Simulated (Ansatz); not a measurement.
C3H9B (SMILES CB(C)C), singlet, at a GFN2-xTB geometry; CCSD(T)/STO-3G (Ansatz, an electronic-structure program).

Here is a job for Ansatz.
Ansatz 0.2 input:
```yaml
crystal:
  periodic: [false, false, false]
  atoms:
    - {symbol: B, position_ang: [0.00001088, 0.00026539, 0.00036792]}
    - {symbol: C, position_ang: [1.52623309, -0.14823315, -0.37068251]}
    - {symbol: H, position_ang: [1.83762844, -1.19171630, -0.34087316]}
    - {symbol: H, position_ang: [2.14173593, 0.36217756, 0.37015562]}
    - {symbol: H, position_ang: [1.79190592, 0.25078287, -1.34670484]}
    - {symbol: C, position_ang: [-0.55014221, -0.62227830, 1.34159877]}
    - {symbol: H, position_ang: [-1.31137926, -1.37129600, 1.12412977]}
    - {symbol: H, position_ang: [-1.04868172, 0.13436281, 1.94635953]}
    - {symbol: H, position_ang: [0.20789011, -1.09570452, 1.96090406]}
    - {symbol: C, position_ang: [-0.97606596, 0.77066511, -0.97070561]}
    - {symbol: H, position_ang: [-1.99790782, 0.85271732, -0.60827282]}
    - {symbol: H, position_ang: [-1.00999230, 0.27798673, -1.94219118]}
    - {symbol: H, position_ang: [-0.61140315, 1.77844063, -1.16661060]}
basis:
  gaussian:
    orbitals: STO-3G
magnetization: {spin_polarized: false}
correlation: {method: ccsd_t, electrons: outside_noble_gas}
accuracy: high
```

What the program printed (banner, timings and long lists left out):

```
Functional definition: HF
609 factors; integrals over basis functions are off by at most 2.0e-9 eV
mean field evaluation 1: about -3859.1623 eV, gradient 1.4e1 eV
mean field evaluation 2: about -3859.3338 eV, gradient 1.4e1 eV
mean field evaluation 4: about -3860.1965 eV, gradient 2.5e-1 eV
mean field evaluation 8: about -3860.1961 eV, gradient 1.3e-6 eV
mean field evaluation 16: about -3860.0396 eV, gradient 2.3e-1 eV
mean field -3860.19607966 eV, -141.8595893927 hartree, gradient 2.6e-8 eV, S^2 0.000000; 0 other end points of the search recorded, 0 dependent functions left out
4 core orbitals not correlated
reference -3860.19607966 eV, -141.8595893927 hartree; 12, 12 occupied and 13, 13 virtual orbitals, 609 factors
second order -5.06004247 eV of doubles, -0.00000000 eV of singles
cycle   1  -6.21217888 eV  change    -1.2e0 eV  update   7.5e-2
cycle   2  -6.73798005 eV  change   -5.3e-1 eV  update   2.7e-2
cycle   3  -6.76750234 eV  change   -3.0e-2 eV  update   4.4e-3
cycle   4  -6.77158345 eV  change   -4.1e-3 eV  update   1.3e-3
cycle   5  -6.77176354 eV  change   -1.8e-4 eV  update   2.7e-4
cycle   6  -6.77175609 eV  change    7.5e-6 eV  update   3.7e-5
cycle   7  -6.77176433 eV  change   -8.2e-6 eV  update   1.1e-5
cycle   8  -6.77177153 eV  change   -7.2e-6 eV  update   3.2e-6
cycle   9  -6.77177247 eV  change   -9.4e-7 eV  update   1.1e-6
cycle  10  -6.77177216 eV  change    3.1e-7 eV  update   4.0e-7
cycle  11  -6.77177218 eV  change   -2.0e-8 eV  update   1.7e-7
cycle  12  -6.77177214 eV  change    4.1e-8 eV  update   5.7e-8
cycle  13  -6.77177217 eV  change   -3.0e-8 eV  update   2.6e-8
cycle  14  -6.77177216 eV  change    9.5e-9 eV  update   1.8e-8
cycle  15  -6.77177168 eV  change    4.8e-7 eV  update   1.0e-7
cycle  16  -6.77177155 eV  change    1.2e-7 eV  update   2.7e-8
cycle  17  -6.77177152 eV  change    3.3e-8 eV  update   6.8e-9
cycle  18  -6.77177151 eV  change    6.1e-9 eV  update   2.0e-9
cycle  19  -6.77177151 eV  change   5.2e-10 eV  update  4.7e-10
perturbative correction -0.04469180 eV, -0.0016423935 hartree
Total energy: -3867.01254298 eV, -142.1100897992 hartree
```
